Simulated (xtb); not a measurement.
n-butyl acetate (C$_{6}$H$_{12}$O$_{2}$), singlet, from a rough starting geometry; GFN2-xTB (xtb 6.7.1).

Here is a job for xtb.
```
$ xtb mol.xyz --gfn 2 --opt vtight --json

# file mol.xyz
20

C     -3.38519867     0.35983574    -0.32443677
C     -2.16990397    -0.48972725    -0.17278187
C     -0.91336495     0.35584645    -0.06872521
C      0.30160983    -0.56526457     0.04961727
O      1.46393248     0.24885302     0.16781019
C      2.65837484    -0.40579539     0.20051060
C      3.77193547     0.50647285     0.28610881
O      2.71229288    -1.60879732     0.27931681
H     -3.31913183     1.06544697    -1.17291690
H     -4.34163164    -0.20589582    -0.34030007
H     -3.48430470     1.06955203     0.56677518
H     -2.26103394    -1.10172952     0.75268274
H     -2.14658622    -1.12005393    -0.99770836
H     -0.96913229     1.02480342     0.79113963
H     -0.76125268     0.90605936    -0.97656920
H      0.28323953    -1.17149103     0.95400749
H      0.37632334    -1.29785183    -0.80636628
H      3.67015170     1.20003003     1.13384664
H      3.88510412     1.15961563    -0.58477437
H      4.71288591    -0.00004523     0.33285855
```

Write the output that xtb gives for this input, abridged.


```
   ID    Z sym.   atoms
    1    6 C      1-4, 6, 7
    2    8 O      5, 8
    3    1 H      9-20

           -------------------------------------------------
          |                Calculation Setup                |
           -------------------------------------------------

           -------------------------------------------------
          |                 G F N 2 - x T B                 |
           -------------------------------------------------

          ...................................................
          :                      SETUP                      :
          :.................................................:
          :  # basis functions                  44          :
          :  # atomic orbitals                  44          :
          :  # shells                           28          :
          :  # electrons                        48          :
          :  max. iterations                   250          :
          :  Hamiltonian                  GFN2-xTB          :
          :  restarted?                      false          :
          :  GBSA solvation                  false          :
          :  PC potential                    false          :
          :  electronic temp.          300.0000000     K    :
          :  accuracy                    1.0000000          :
          :  -> integral cutoff          0.2500000E+02      :
          :  -> integral neglect         0.1000000E-07      :
          :  -> SCF convergence          0.1000000E-05 Eh   :
          :  -> wf. convergence          0.1000000E-03 e    :
          :  Broyden damping             0.4000000          :
          :  net charge                          0          :
          :  unpaired electrons                  0          :
          ...................................................

 iter      E             dE          RMSdq      gap      omega  full diag
   1    -27.3428146 -0.273428E+02  0.405E+00    6.05       0.0  T
   2    -27.4161711 -0.733565E-01  0.211E+00    4.77       1.0  T
   3    -27.4194502 -0.327917E-02  0.118E+00    5.31       1.0  T
   4    -27.4220112 -0.256093E-02  0.167E-01    5.02       1.0  T
   5    -27.4222553 -0.244076E-03  0.742E-02    5.09       1.0  T
   6    -27.4222590 -0.378200E-05  0.162E-02    5.08       1.4  T
   7    -27.4222600 -0.955916E-06  0.653E-03    5.08       3.4  T
   8    -27.4222601 -0.111019E-06  0.191E-03    5.08      11.7  T
   9    -27.4222601 -0.650687E-08  0.791E-04    5.08      28.3  T
  10    -27.4222601 -0.159420E-08  0.193E-04    5.08     116.1  T

   *** convergence criteria satisfied after 10 iterations ***

         :::::::::::::::::::::::::::::::::::::::::::::::::::::
         ::                     SUMMARY                     ::
         :::::::::::::::::::::::::::::::::::::::::::::::::::::
         :: total energy             -27.101556841238 Eh    ::
         :: gradient norm              0.116137151367 Eh/a0 ::
         :: HOMO-LUMO gap              5.083086552133 eV    ::
         ::.................................................::
         :: SCC energy               -27.422309692763 Eh    ::
         :: -> isotropic ES            0.048103109590 Eh    ::
         :: -> anisotropic ES          0.003020412665 Eh    ::
         :: -> anisotropic XC          0.007713827117 Eh    ::
         :: -> dispersion             -0.010964081297 Eh    ::
         :: repulsion energy           0.320752851525 Eh    ::
         :: add. restraining           0.000000000000 Eh    ::
         :: total charge              -0.000000000000 e     ::
         :::::::::::::::::::::::::::::::::::::::::::::::::::::

      -----------------------------------------------------------
     |                   =====================                   |
     |                        A N C O P T                        |
     |                   =====================                   |
     |               Approximate Normal Coordinate               |
     |                Rational Function Optimizer                |
      -----------------------------------------------------------
      -----------------------------------------------------------
     |                   =====================                   |
     |                        A N C O P T                        |
     |                   =====================                   |
     |               Approximate Normal Coordinate               |
     |                Rational Function Optimizer                |
      -----------------------------------------------------------

          ...................................................
          :                      SETUP                      :
          :.................................................:
          :   optimization level         verytight          :
          :   max. optcycles                   400          :
          :   ANC micro-cycles                  20          :
          :   degrees of freedom                54          :
          :.................................................:
          :   RF solver                   davidson          :
          :   write xtbopt.log                true          :
          :   linear?                        false          :
          :   energy convergence         0.1000000E-06 Eh   :
          :   grad. convergence          0.2000000E-03 Eh/α :
          :   maxmium RF displ.          1.0000000          :
          :   Hlow (freq-cutoff)         0.1000000E-01      :
          :   Hmax (freq-cutoff)         5.0000000          :
          :   S6 in model hess.         20.0000000          :
          ...................................................

generating ANC from exact Hessian ...
Using Lindh-Hessian (1995)
 Shifting diagonal of input Hessian by    8.2470749490134703E-003
 Lowest  eigenvalues of input Hessian
    0.000000    0.000000    0.000000    0.000000    0.000000    0.000000
[...]
 * total energy  :   -27.1015568 Eh     change       -0.7733902E-10 Eh
 * total energy  :   -27.1138338 Eh     change       -0.1227699E-01 Eh
 * total energy  :   -27.1155330 Eh     change       -0.1699215E-02 Eh
 * total energy  :   -27.1156691 Eh     change       -0.1360083E-03 Eh
 * total energy  :   -27.1157147 Eh     change       -0.4568402E-04 Eh
 * total energy  :   -27.1157205 Eh     change       -0.5800130E-05 Eh
 * total energy  :   -27.1157227 Eh     change       -0.2169331E-05 Eh
 * total energy  :   -27.1157241 Eh     change       -0.1350832E-05 Eh
 * total energy  :   -27.1157252 Eh     change       -0.1145169E-05 Eh
 * total energy  :   -27.1157260 Eh     change       -0.7857053E-06 Eh
 * total energy  :   -27.1157262 Eh     change       -0.2454245E-06 Eh
 * total energy  :   -27.1157263 Eh     change       -0.5949616E-07 Eh
   *** GEOMETRY OPTIMIZATION CONVERGED AFTER 12 ITERATIONS ***
         :: total energy             -27.115726293052 Eh    ::
[...]
        12        2.0000           -0.5336447             -14.5212
        13        2.0000           -0.5088914             -13.8476
        14        2.0000           -0.5057325             -13.7617
        15        2.0000           -0.4936694             -13.4334
        16        2.0000           -0.4844020             -13.1812
        17        2.0000           -0.4819582             -13.1147
        18        2.0000           -0.4745812             -12.9140
        19        2.0000           -0.4685921             -12.7510
        20        2.0000           -0.4528766             -12.3234
        21        2.0000           -0.4476282             -12.1806
        22        2.0000           -0.4411283             -12.0037
        23        2.0000           -0.4324369             -11.7672
        24        2.0000           -0.4158493             -11.3158 (HOMO)
        25                         -0.2256955              -6.1415 (LUMO)
        26                         -0.0027756              -0.0755
        27                          0.0852767               2.3205
        28                          0.1118888               3.0446
        29                          0.1180947               3.2135
        30                          0.1302390               3.5440
        31                          0.1422856               3.8718
        32                          0.1554785               4.2308
        33                          0.1608912               4.3781
        34                          0.1707048               4.6451
        35                          0.1763452               4.7986
       ...                                ...                  ...
        44                          0.6573198              17.8866
      -------------------------------------------------------------
                  HL-Gap            0.1901538 Eh            5.1743 eV
             Fermi-level           -0.3207724 Eh           -8.7287 eV

     #   Z          covCN         q      C6AA      α(0)
     1   6 C        3.752    -0.105    22.573     6.775
     2   6 C        3.802    -0.057    21.590     6.615
     3   6 C        3.802    -0.068    21.792     6.646
     4   6 C        3.704     0.081    19.373     6.293
     5   8 O        1.704    -0.269    18.468     5.802
     6   6 C        2.716     0.361    20.868     7.478
     7   6 C        3.753    -0.147    23.395     6.897
     8   8 O        0.856    -0.411    21.899     6.274
     9   1 H        0.925     0.039     2.466     2.456
    10   1 H        0.925     0.040     2.451     2.448
    11   1 H        0.925     0.039     2.467     2.456
    12   1 H        0.924     0.035     2.511     2.478
    13   1 H        0.924     0.035     2.510     2.478
    14   1 H        0.924     0.051     2.305     2.374
    15   1 H        0.924     0.051     2.304     2.374
    16   1 H        0.924     0.048     2.346     2.395
    17   1 H        0.924     0.049     2.338     2.391
    18   1 H        0.925     0.076     2.021     2.223
    19   1 H        0.925     0.076     2.020     2.223
    20   1 H        0.925     0.075     2.031     2.229

 Mol. C6AA /au·bohr⁶  :       3019.570526
 Mol. C8AA /au·bohr⁸  :      64040.238053
 Mol. α(0) /au        :         81.305168

Wiberg/Mayer (AO) data.
largest (>0.10) Wiberg bond orders for each atom

 ---------------------------------------------------------------------------
     #   Z sym  total        # sym  WBO       # sym  WBO       # sym  WBO
 ---------------------------------------------------------------------------
     1   6 C    3.996 --     2 C    1.020     9 H    0.988    11 H    0.988
                            10 H    0.987
     2   6 C    3.996 --     1 C    1.020     3 C    1.006    12 H    0.978
                            13 H    0.978
     3   6 C    3.992 --     2 C    1.006     4 C    1.005    14 H    0.975
                            15 H    0.975
     4   6 C    3.928 --     3 C    1.005    16 H    0.969    17 H    0.969
                             5 O    0.938
     5   8 O    2.300 --     6 C    1.133     4 C    0.938     8 O    0.173
     6   6 C    3.917 --     8 O    1.757     5 O    1.133     7 C    0.985
     7   6 C    3.991 --     6 C    0.985    20 H    0.983    18 H    0.965
                            19 H    0.965
     8   8 O    2.037 --     6 C    1.757     5 O    0.173
     9   1 H    0.998 --     1 C    0.988
    10   1 H    0.998 --     1 C    0.987
    11   1 H    0.998 --     1 C    0.988
    12   1 H    0.999 --     2 C    0.978
    13   1 H    0.999 --     2 C    0.978
    14   1 H    0.997 --     3 C    0.975
    15   1 H    0.997 --     3 C    0.975
    16   1 H    0.998 --     4 C    0.969
    17   1 H    0.998 --     4 C    0.969
    18   1 H    0.994 --     7 C    0.965
    19   1 H    0.994 --     7 C    0.965
    20   1 H    0.994 --     7 C    0.983
 ---------------------------------------------------------------------------

Topologies differ in total number of bonds
Writing topology from bond orders to xtbtopo.mol

molecular dipole:
                 x           y           z       tot (Debye)
 q only:       -0.544       0.833      -0.063
   full:       -0.502       0.900      -0.059       2.623
molecular quadrupole (traceless):
                xx          xy          yy          xz          yz          zz
 q only:        3.886       8.605      -4.174       0.060       0.758       0.288
  q+dip:        1.367       9.781      -4.930      -0.431       0.953       3.563
   full:        2.150       9.872      -5.360      -0.330       0.950       3.209

optimized geometry written to: xtbopt.xyz

           -------------------------------------------------
          | TOTAL ENERGY              -27.115726293052 Eh   |
          | GRADIENT NORM               0.000051975723 Eh/α |
          | HOMO-LUMO GAP               5.174349203875 eV   |
           -------------------------------------------------
```
